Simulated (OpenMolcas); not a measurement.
Computed levels of 3d³ in ions with 21 electrons, in cm-1 above ⁴F_3/2.

```json
{
  "Program": "OpenMolcas 26.06",
  "Method": "SS-CASPT2, IPEA 0.25 Eh, imaginary shift 0.1 Eh",
  "Basis": "ANO-R2",
  "Scalar Hamiltonian": "X2C, finite nucleus",
  "Spin-orbit coupling": "RASSI with atomic mean-field integrals over the reference wave functions, term energies averaged over their components"
}
```

Active space for each ion: 3 electrons in 5 orbitals (3d); closed shells correlated by CASPT2: 3s 3p.

| Level | V2+ | Mn4+ | Fe5+ | Ni7+ |
| --- | --- | --- | --- | --- |
| ⁴F_5/2 | 152 | 367 | 516 | 961 |
| ⁴F_7/2 | 359 | 864 | 1210 | 2230 |
| ⁴F_9/2 | 620 | 1477 | 2060 | 3750 |
| ²G_7/2 | 11760 | 18140 | 20900 | 26530 |
| ²G_9/2 | 11990 | 18650 | 21600 | 27720 |
| ⁴P_1/2 | 12060 | 17140 | 19380 | 24130 |
| ⁴P_3/2 | 12130 | 17290 | 19580 | 24420 |
| ⁴P_5/2 | 12300 | 17710 | 20190 | 25620 |
| ²D_3/2(1) | 16020 | 24150 | 27460 | 34340 |

Question: Estimate ⁴F_9/2, ²G_7/2, ²G_9/2 for Cr3+ from its neighbours V2+ and Mn4+.

Answer: ⁴F_9/2 is fine structure, which grows about as the fourth power of a screened charge, so the fourth roots are averaged: ((620^0.25 + 1477^0.25) / 2)^4 = 980. The calculation gives 1013, so the estimate is off by -3.3 %; the measured value is 946 (Sugar and Corliss, J. Phys. Chem. Ref. Data 6, 317 (1977)).
²G_7/2 is another term, which grows about linearly with the charge: (11760 + 18140) / 2 = 14950. The calculation gives 15440, so the estimate is off by -3.2 %; the measured value is 15052 (Sugar and Corliss, J. Phys. Chem. Ref. Data 6, 317 (1977)).
²G_9/2 is another term, which grows about linearly with the charge: (11990 + 18650) / 2 = 15320. The calculation gives 15800, so the estimate is off by -3.0 %; the measured value is 15402 (Sugar and Corliss, J. Phys. Chem. Ref. Data 6, 317 (1977)).

Mixed levels, with the weight of the term that names them: Mn4+ ²D_3/2(1) (69 %), Fe5+ ²D_3/2(1) (64 %), Ni7+ ²D_3/2(1) (65 %).

CASPT2 breaks the degeneracy within a term, and the mean is taken; among the terms shown or strongly mixed into the levels shown the widest spread is 790 cm-1 (3d³ ⁴F, Ni7+). The CASPT2 spread within a term exceeds the gap to the next term for 3d³ ²D(1) and 3d³ ²P, so the order of their levels is uncertain, and so are names and mixing where such terms share a J (figures for V2+; the like holds for Mn4+, Fe5+, Ni7+). Measured partners are found by configuration, term and J. A level has none where our copy of the source lacks it or the pairing is in doubt (some pairs that miss far off the trend of their configuration count as doubtful), and it then counts in no deviation. Only configurations of the active space appear.

A number in round brackets counts repeated terms of one configuration in the order of the reference energies.
